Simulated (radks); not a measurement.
Values are calculated unless marked as measured or tabulated.
Problem. The mean radii <r> (bohr) of the occupied orbitals of an atom or ion are listed with their occupations. Code: a radial shooting solver on a logarithmic mesh with Libxc functionals. Model: non-relativistic Kohn-Sham, LDA (Slater exchange, Perdew-Wang correlation), spin-polarised, spherical densities, point nucleus.

| orbital | occ. | <r> |
|---|---|---|
| 1s | 2 | 0.1314 |
| 2s | 2 | 0.6999 |
| 2p | 6 | 0.6843 |

Name the element and its charge. Open shells, if any, are filled with parallel spins first.

Solution. Z = 12, magnesium, charge +2: Mg2+ in [Ne]. The 1s radius gives Z: for a bare nucleus <r> = 1.5/Z, 0.125 bohr for Z = 12, and screening makes it slightly larger (0.1314 here). The occupations add up to 10, and the charge is Z minus that.
